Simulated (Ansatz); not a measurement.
`[SiH3][SiH2][NH][GeH3]` + HCl → `Cl[SiH2][NH][GeH3]` + SiH₄  (cleavage of the Si–Si bond)

Computed with Ansatz on PBE0-D4/def2-TZVP structures; ΔE is electronic, products minus reactants. CCSD(T)/CBS is the MP2 limit (def2-TZVPP, def2-QZVPP) plus CCSD(T) − MP2 in def2-TZVPP, frozen cores. This one scheme is used for every species. Functionals use def2-TZVPP. For Ge outer-core shells are correlated without core-valence functions, which leaves a few kJ/mol of doubt a bond. Scalar relativity is left out up to krypton. One conformer a species, not always the lowest.

CCSD(T)/CBS gives -118.8 kJ/mol.

Task: Another level gave -114.6 kJ/mol. Which?
A. B97M-V/def2-TZVPP
B. BHLYP/def2-TZVPP
C. PBE-QIDH/def2-TZVPP
D. revPBE/def2-TZVPP

Result: A. B97M-V -114.6, BHLYP -127.2, PBE-QIDH -118.6, revPBE -105.2 kJ/mol.

Largest T1 diagnostic among the species: 0.012.

At CCSD(T), def2-SVP lies +4.3 kJ/mol from the extrapolated value and def2-TZVPP +2.8 kJ/mol. Leaving LDA and LC-ωPBE aside and taking each functional with its dispersion term where it has one, the values, not all of them listed here, spread over 21.0 kJ/mol, from ωB97M-V to PBE-D4.
